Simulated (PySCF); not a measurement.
Ground-state electric properties of a mixed set of molecules.

All values: wB97X-D/def2-SVPD (PySCF) at PBE0-D3(BJ)/def2-SVP geometries, gas phase, one conformer each. Core orbitals are frozen in the response; Δα² is half the sum of the squared differences of the principal polarisabilities.

Question: Rank by HOMO energy, lowest first.
A. `C1=CCC=C(C(F)F)O1`
B. `C1CC([C@@H]2CC23CCC3)C1`
C. `ClC(Cl)C(Cl)(Cl)Cl`
D. `[SiH3]/C=C\[SiH2]C1=CC=CO1`
E. `C=Cc1csc2cc[nH]c12`

Answer: C (-10.74 eV), B (-9.06 eV), D (-8.60 eV), A (-8.31 eV), E (-7.55 eV).

Question: Rank by HOMO–LUMO gap, lowest first.
A. `FC(F)C1=CCC=CO1`
B. `[SiH3]/C=C\[SiH2]c1ccco1`
C. `ClC(Cl)C(Cl)(Cl)Cl`
D. `c12[nH]ccc1scc2C=C`

Answer: D (8.27 eV), B (9.23 eV), A (9.66 eV), C (11.38 eV).

Question: Rank by dipole moment, highest first.
A. `[CH2:1]=[CH:2][c:3]1[cH:4][s:5][c:6]2[cH:7][cH:8][nH:9][c:10]12` with C1–C2–C3–C4 180°
B. `[CH3:1][C:2](=[O:3])[NH:4][SiH:5]1[SiH2:6][SiH2:7][SiH2:8]1` with C1–C2–N4–Si5 180°, C2–N4–Si5–Si6 49°, N4–Si5–Si6–Si7 -102°, Si5–Si6–Si7–Si8 -10°, Si6–Si7–Si8–Si5 10°, N4–Si5–Si8–Si7 102°
C. `[SiH3:1]/[CH:2]=[CH:3]\[SiH2:4][c:5]1[cH:6][cH:7][cH:8][o:9]1` with C2–C3–Si4–C5 31°, C3–Si4–C5–C6 -118°
D. `[CH2:1]1[CH2:2][CH:3]([C@@H:4]2[CH2:5][C:6]23[CH2:7][CH2:8][CH2:9]3)[CH2:10]1` with C2–C3–C4–C5 -92°, C10–C1–C2–C3 19°, C1–C2–C3–C4 -142°, C3–C4–C5–C6 -110°, C4–C5–C6–C7 116°
E. pentachloroethane (`ClC(Cl)C(Cl)(Cl)Cl`)
F. `[F:1][CH:2]([F:3])[C:4]1=[CH:5][CH2:6][CH:7]=[CH:8][O:9]1` with F1–C2–C4–C5 -113°

Answer: B (4.23 D), F (2.58 D), A (2.08 D), E (0.92 D), C (0.51 D), D (0.12 D).

All values together:

| SMILES | formula | μ (D) | HOMO (eV) | LUMO (eV) | α (Å³) | Δα (Å³) | electrons | α per electron (Å³) | ΔSCF removal energy (eV) |
| --- | --- | --- | --- | --- | --- | --- | --- | --- | --- |
| FC(F)C1=CCC=CO1 | C6H6F2O | 2.58 | -8.31 | 1.35 | 10.73 | 4.59 | 68 | 0.158 | – |
| C=Cc1csc2cc[nH]c12 | C8H7NS | 2.08 | -7.55 | 0.72 | 18.10 | 12.03 | 78 | 0.232 | – |
| [SiH3]/C=C\[SiH2]c1ccco1 | C6H10OSi2 | 0.51 | -8.60 | 0.62 | 18.36 | 4.45 | 82 | 0.224 | 8.64 |
| C1CC([C@@H]2CC23CCC3)C1 | C10H16 | 0.12 | -9.06 | 2.42 | 16.47 | 4.11 | 76 | 0.217 | 9.04 |
| ClC(Cl)C(Cl)(Cl)Cl | C2HCl5 | 0.92 | -10.74 | 0.64 | 13.51 | 2.31 | 98 | 0.138 | 11.10 |
| CC(=O)N[SiH]1[SiH2][SiH2][SiH2]1 | C2H11NOSi4 | 4.23 | -8.63 | 0.91 | 22.41 | 3.20 | 94 | 0.238 | 8.59 |

Conformers: `[F:1][CH:2]([F:3])[C:4]1=[CH:5][CH2:6][CH:7]=[CH:8][O:9]1` with F1–C2–C4–C5 -113°; `[CH2:1]=[CH:2][c:3]1[cH:4][s:5][c:6]2[cH:7][cH:8][nH:9][c:10]12` with C1–C2–C3–C4 180°; `[SiH3:1]/[CH:2]=[CH:3]\[SiH2:4][c:5]1[cH:6][cH:7][cH:8][o:9]1` with C2–C3–Si4–C5 31°, C3–Si4–C5–C6 -118°; `[CH2:1]1[CH2:2][CH:3]([C@@H:4]2[CH2:5][C:6]23[CH2:7][CH2:8][CH2:9]3)[CH2:10]1` with C2–C3–C4–C5 -92°, C10–C1–C2–C3 19°, C1–C2–C3–C4 -142°, C3–C4–C5–C6 -110°, C4–C5–C6–C7 116°; `[CH3:1][C:2](=[O:3])[NH:4][SiH:5]1[SiH2:6][SiH2:7][SiH2:8]1` with C1–C2–N4–Si5 180°, C2–N4–Si5–Si6 49°, N4–Si5–Si6–Si7 -102°, Si5–Si6–Si7–Si8 -10°, Si6–Si7–Si8–Si5 10°, N4–Si5–Si8–Si7 102°.

A dash marks a removal energy that wasn't run or isn't settled.

Question: How closely does the mean polarisability follow the number of electrons in this set?

Answer: The correlation coefficient is 0.42; α per electron runs from 0.138 to 0.238 Å³.
